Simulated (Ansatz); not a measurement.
Calculated with Ansatz (gas phase, PBE0-D4/def2-TZVP geometries, no zero-point term in ΔE). CBS: MP2 limit from def2 TZ/QZ plus the TZ coupled-cluster correction, frozen cores. This one scheme is used for every species. Functionals use def2-TZVPP. Each species was taken in one conformer, which may not be the lowest.

Consider the cleavage of the Si–Si bond: `F[Si]([SiH3])(Cl)Cl` + `S[SiH2]Cl` → `F[Si](Cl)(Cl)S[SiH2]Cl` + SiH₄.

`F[Si]([SiH3])(Cl)Cl`:

```xyz
8

F     1.760   -0.526   -1.315
Si    0.229   -0.577   -0.893
Si   -0.159    0.687    1.026
Cl   -0.244   -2.537   -0.594
Cl   -0.851    0.127   -2.472
H    -1.603    0.583    1.353
H     0.207    2.100    0.757
H     0.661    0.144    2.138
```

`S[SiH2]Cl`:

Cartesian coordinates in Å:
```
S 1.665 -0.267 -0.251
Si -0.323 0.373 0.116
Cl -1.298 -0.795 1.495
H 1.293 -1.383 -0.901
H -1.134 0.331 -1.120
H -0.203 1.741 0.661
```

`F[Si](Cl)(Cl)S[SiH2]Cl`:

Cartesian coordinates in Å:
```
F -0.824 -1.889 -1.052
Si -0.645 -1.381 0.435
Cl -1.902 -2.439 1.610
Cl 1.281 -1.755 0.939
S -1.164 0.648 0.602
Si 0.440 1.506 -0.531
Cl 2.003 2.041 0.671
H 0.927 0.539 -1.535
H -0.116 2.731 -1.139
```

SiH₄:

Z-matrix (Å, degrees):
```
Si
H 1 1.485
H 1 1.485 2 109.5
H 1 1.485 2 109.5 3 -120.0
H 1 1.485 2 109.5 3 120.0
```

```csv
level,ΔE (kJ/mol)
ωB97M-V,-68.7
HF/CBS(def2),-57.6
```

**Question.** What does CCSD(T)/CBS give? (An estimate is asked.)

**Answer.** Computed: -65.1 kJ/mol. The listed levels differ from it by -3.6, 7.5 kJ/mol.

Largest T1 diagnostic among the species: 0.011.

In def2-TZVPP, CCSD(T) changes the Hartree–Fock value by −5.6 kJ/mol (the triples alone add −2.5 kJ/mol) and MP2 by −17.7 kJ/mol. The D4 term adds −13.8 kJ/mol with B3LYP and −7.6 kJ/mol with PBE0; it sums over pairs of atoms, weighted by their polarisabilities, and B3LYP, whose exchange is more repulsive, gets the larger term.

B3LYP here is the variant with VWN-RPA as its local correlation; programs differ in this.
